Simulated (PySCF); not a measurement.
What the settings do

Molecule: methoxymethyl acetate (SMILES C(OCOC)(C)=O); geometry GFN2-xTB.

Cartesian coordinates in Å; atom numbers follow the order of the lines, from 1:
```xyz
15

C    -2.4823    0.5136    0.0962
O    -1.8129   -0.4152   -0.7383
C    -0.6949   -0.9710   -0.1742
O     0.3312    0.0179   -0.0355
C     1.5017   -0.4052    0.4596
C     2.4947    0.7225    0.5326
O     1.7030   -1.5413    0.7941
H    -3.3603    0.8374   -0.4572
H    -2.7891    0.0395    1.0354
H    -1.8461    1.3747    0.3163
H    -0.3430   -1.7613   -0.8472
H    -0.8912   -1.4012    0.8245
H     3.4160    0.3667    0.9828
H     2.6901    1.0936   -0.4707
H     2.0789    1.5371    1.1199
```

All runs: PySCF, non-relativistic, gas phase unless a solvent (IEF-PCM) is named; grid level 2, GIAOs and SCF threshold 1e-9 unless changed. The yardstick, PBE0/pcSseg-1, gives these isotropic shieldings σ (ppm, equivalent atoms averaged): C5 11.8, C3 89.0, C1 127.8, O4 104.3, H11/H12 26.26, H8/H9/H10 28.07, H13/H14/H15 29.65.

Question: What do these inputs give? (1) PBE0/6-31G; aux def2-universal-jkfit; (2) wB97X-D/6-311G**; diis off; max_cycle 66; charge -1; altered: charge -1

Answer: 
```
run    outcome  functions  wall time    C5     C3     C1     O4  H11/H12  H8/H9/H10  H13/H14/H15
  1  converged         79       10 s  35.8  108.7  145.9  116.5    27.28      29.21        30.87
  2    refused          –     0.03 s     –      –      –      –        –          –            –
```

Times are on 1 thread of an Arm Neoverse N1, shared host.

Question: Comment on the technical settings and failures.

Answer: 
- Run 1: The orbital basis differs from the yardstick's, which in itself moves the values. With 79 functions the basis is far too small for magnetic properties. The other auxiliary basis adds little: it changes only the density-fitting error.
- Run 2: The program stopped with: RuntimeError: Electron number 57 and spin 0 are not consistent
Note mol.spin = 2S = Nalpha - Nbeta, not 2S+1 Charge -1 and multiplicity 1 describe another species than the intended molecule, on its geometry.

Runs 1, 2 were set up unsoundly or failed; their numbers aren't to be quoted as properties of the molecule.
